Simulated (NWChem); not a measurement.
All runs are NWChem calculations. System: CAuClO, charge 0, spin multiplicity 1, at a geometry optimised with PBE/def2-SVP with def2 effective core potentials on Au. The structure started from a generated list of species. Level: PBE/def2-QZVP with def2 effective core potentials on Au.

Job file:

```
start mol
memory heap 200 mb stack 900 mb global 1100 mb
geometry units angstroms nocenter noautoz
  Au     0.000000     0.000000    -0.024670
  Cl     0.000000     0.000000     2.235564
  O      0.000000     0.000000    -3.068191
  C      0.000000     0.000000    -1.918359
  symmetry group C2v
end
basis spherical
  * library def2-qzvp
end
ecp
  Au library def2-ecp
end
dft
  xc xpbe96 cpbe96
  semidirect memsize 60000000 filesize 0
  iterations 100
end
task dft energy
```

NWChem printed:

```
             Northwest Computational Chemistry Package (NWChem) 7.3.0
             --------------------------------------------------------

                                NWChem Input Module
                                -------------------

 Scaling coordinates for geometry "geometry" by  1.889725989
 (inverse scale =  0.529177249)

 Turning off AUTOSYM since
 SYMMETRY directive was detected!

                             Geometry "geometry" -> ""
                             -------------------------

 Output coordinates in angstroms (scale by  1.889725989 to convert to a.u.)

  No.       Tag          Charge          X              Y              Z
 ---- ---------------- ---------- -------------- -------------- --------------
    1 Au                  79.0000     0.00000000     0.00000000    -0.02467000
    2 Cl                  17.0000     0.00000000     0.00000000     2.23556400
    3 O                    8.0000     0.00000000     0.00000000    -3.06819100
    4 C                    6.0000     0.00000000     0.00000000    -1.91835900

 Effective nuclear repulsion energy (a.u.)     605.4254066287

            Nuclear Dipole moment (a.u.)
            ----------------------------
        X                 Y               Z
 ---------------- ---------------- ----------------
     0.0000000000     0.0000000000    -0.0000453534

      Symmetry information
      --------------------

 Group name             C2v
 Group number             16
 Group order               4
 No. of unique centers     4

      Symmetry unique atoms

     1    2    3    4


 Summary of "ao basis" -> "" (spherical)
 ------------------------------------------------------------------------------
       Tag                 Description            Shells   Functions and Types
 ---------------- ------------------------------  ------  ---------------------
 *                         def2-qzvp                  on all atoms

 Summary of "ao basis" -> "ao basis" (spherical)
 ------------------------------------------------------------------------------
       Tag                 Description            Shells   Functions and Types
[...]
              MO Center= -2.4D-15, -2.6D-15,  1.8D+00, r^2= 2.6D+00
   Bfn.  Coefficient  Atom+Function         Bfn.  Coefficient  Atom+Function
  ----- ------------  ---------------      ----- ------------  ---------------
    95      0.398466  2 Cl py                92      0.366549  2 Cl py
    83     -0.260850  2 Cl py                98      0.187097  2 Cl py
    29     -0.144828  1 Au d -1              89      0.145367  2 Cl py
    34     -0.096995  1 Au d -1              24     -0.090698  1 Au d -1
    18      0.066470  1 Au py               151     -0.062122  3 O  py

 Vector   26  Occ=0.000000D+00  E=-1.255077D-01  Symmetry=b1
              MO Center= -8.2D-16, -1.1D-16, -1.5D+00, r^2= 3.1D+00
   Bfn.  Coefficient  Atom+Function         Bfn.  Coefficient  Atom+Function
  ----- ------------  ---------------      ----- ------------  ---------------
   213      0.353926  4 C  px               210      0.265798  4 C  px
   207      0.260258  4 C  px               159     -0.216396  3 O  px
    17      0.209815  1 Au px               150     -0.209872  3 O  px
   153     -0.201571  3 O  px               156     -0.200147  3 O  px
   216      0.193055  4 C  px                31     -0.165155  1 Au d  1

 Vector   27  Occ=0.000000D+00  E=-1.255076D-01  Symmetry=b2
              MO Center= -2.9D-16,  6.5D-16, -1.5D+00, r^2= 3.1D+00
   Bfn.  Coefficient  Atom+Function         Bfn.  Coefficient  Atom+Function
  ----- ------------  ---------------      ----- ------------  ---------------
   214      0.353926  4 C  py               211      0.265798  4 C  py
   208      0.260258  4 C  py               160     -0.216396  3 O  py
    18      0.209815  1 Au py               151     -0.209872  3 O  py
   154     -0.201571  3 O  py               157     -0.200147  3 O  py
   217      0.193055  4 C  py                29      0.165155  1 Au d -1

 Vector   28  Occ=0.000000D+00  E=-3.946339D-02  Symmetry=a1
              MO Center= -2.8D-15,  4.0D-14,  5.4D-01, r^2= 6.0D+00
   Bfn.  Coefficient  Atom+Function         Bfn.  Coefficient  Atom+Function
  ----- ------------  ---------------      ----- ------------  ---------------
   206      1.110262  4 C  s                  6     -0.840657  1 Au s
     7     -0.564782  1 Au s                149     -0.521712  3 O  s
    81      0.412710  2 Cl s                205      0.388035  4 C  s
     3      0.302654  1 Au s                  5     -0.300497  1 Au s
    22     -0.293558  1 Au pz                99     -0.276257  2 Cl pz

 center of mass
 --------------
 x =   0.00000000 y =   0.00000000 z =   0.00887093

 moments of inertia (a.u.)
 ------------------
        1319.914032025693           0.000000000000           0.000000000000
           0.000000000000        1319.914032025693           0.000000000000
           0.000000000000           0.000000000000           0.000000000000

     Multipole analysis of the density
     ---------------------------------

     L   x y z        total         alpha         beta         nuclear
     -   - - -        -----         -----         ----         -------
     0   0 0 0      0.000000    -25.000000    -25.000000     50.000000

     1   1 0 0     -0.000000     -0.000000     -0.000000      0.000000
     1   0 1 0     -0.000000     -0.000000     -0.000000      0.000000
     1   0 0 1     -1.272914     -2.035021     -2.035021      2.797127

     2   2 0 0    -34.471893    -17.235947    -17.235947      0.000000
     2   1 1 0     -0.000000     -0.000000     -0.000000      0.000000
     2   1 0 1     -0.000000     -0.000000     -0.000000      0.000000
     2   0 2 0    -34.471893    -17.235946    -17.235946      0.000000
     2   0 1 1     -0.000000     -0.000000     -0.000000      0.000000
     2   0 0 2    -37.526751   -344.380568   -344.380568    651.234386

 Task  times  cpu:      140.1s     wall:      140.1s

 Total times  cpu:      140.2s     wall:      140.2s
```
